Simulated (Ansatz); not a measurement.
BH5O2SiTe, SMILES `OB(O)[Te][SiH3]` at its PBE0-D4/def2-TZVP geometry, where that method's forces vanish. The species carries charge 0 and has multiplicity 1. Te: def2 effective core potential.

```xyz
10

O     0.3418   -2.8102    0.0509
B     0.3158   -1.4621   -0.0630
O     1.4448   -0.7801   -0.3739
Te   -1.6632   -0.5688    0.2707
Si   -0.8787    1.7890    0.2074
H     1.2159   -3.1736   -0.1283
H     1.3228    0.1686   -0.4770
H    -1.8670    2.6282   -0.5130
H     0.4174    1.8545   -0.5344
H    -0.6496    2.3545    1.5607
```

Question: What forces (eV/Å) does r2SCAN-D4/def2-TZVPP give on these atoms in Ansatz? (Estimate.)

Answer: The calculation gave: 
```
O1  -0.040 -0.184  0.025
B2  -0.076  0.059  0.014
O3   0.156  0.073 -0.041
Te4 -0.088 -0.019  0.013
Si5  0.007  0.050 -0.003
H6   0.031 -0.002 -0.008
H7   0.009  0.023 -0.005
H8   0.026 -0.007  0.019
H9  -0.023  0.005  0.015
H10 -0.001  0.003 -0.029
```
